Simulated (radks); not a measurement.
Problem. Valence configurations of V (all share [Ar]). Method: scalar-relativistic Kohn-Sham, PBE, spin-polarised, spherical densities, finite nucleus; open shells are filled with parallel spins first; Fermi nuclear charge, rms radius 3.6002 fm; computed with a radial shooting solver on a logarithmic mesh with Libxc functionals. Order these by energy: 3d2 4s2 4p1; 3d3 4p2; 3d1 4s2 4p2; 3d3.5 4s1 4p0.5; 3d4 4s1; 3d3 4s1 4p1; 3d2.5 4s2 4p0.5; 3d3 4s1.5 4p0.5; 3d3.5 4s1.5; 3d3 4s2.

Solution. From the lowest, in eV above it: 3d4 4s1 0.000; 3d3.5 4s1.5 0.437; 3d3 4s2 1.111; 3d3.5 4s1 4p0.5 1.228; 3d3 4s1.5 4p0.5 2.310; 3d3 4s1 4p1 3.205; 3d2.5 4s2 4p0.5 3.792; 3d3 4p2 6.887; 3d2 4s2 4p1 7.485; 3d1 4s2 4p2 18.280. NIST lists [Ar] 3d3 4s2 as the ground configuration; this level of theory puts 3d4 4s1 lower, by 1.111 eV. The energies are those of spherical high-spin densities, not of single terms.
